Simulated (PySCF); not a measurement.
(E)-1,1-difluorobut-2-ene (C4H6F2), SMILES C/C=C/C(F)F. Coordinates come from a PBE-D3(BJ)/def2-SVP optimisation. The values are those of a single conformer.

Computed equilibrium geometry at PBE-D3(BJ)/def2-SVP (PySCF confirms it by a frequency run) as bond lengths and angles (one conformer of several):
Atoms: C1 C2 C3 C4 F5 F6 H7 H8 H9 H10 H11 H12. Bonds (Å): C1–C2 1.496, C1–H7 1.111, C1–H8 1.108, C1–H9 1.111, C2–C3 1.345, C2–H10 1.104, C3–C4 1.499, C3–H11 1.104, C4–F5 1.369, C4–F6 1.376, C4–H12 1.117. Bond angles (°): C2–C1–H7 110.8, C2–C1–H8 112.2, C2–C1–H9 111.0, H7–C1–H8 108.2, H7–C1–H9 106.0, H8–C1–H9 108.3, C1–C2–C3 125.4, C1–C2–H10 117.1, C3–C2–H10 117.5, C2–C3–C4 123.8, C2–C3–H11 121.4, C4–C3–H11 114.8, C3–C4–F5 111.6, C3–C4–F6 109.8, C3–C4–H12 112.6, F5–C4–F6 108.0, F5–C4–H12 107.5, F6–C4–H12 107.0.
Charge 0, spin multiplicity 1.
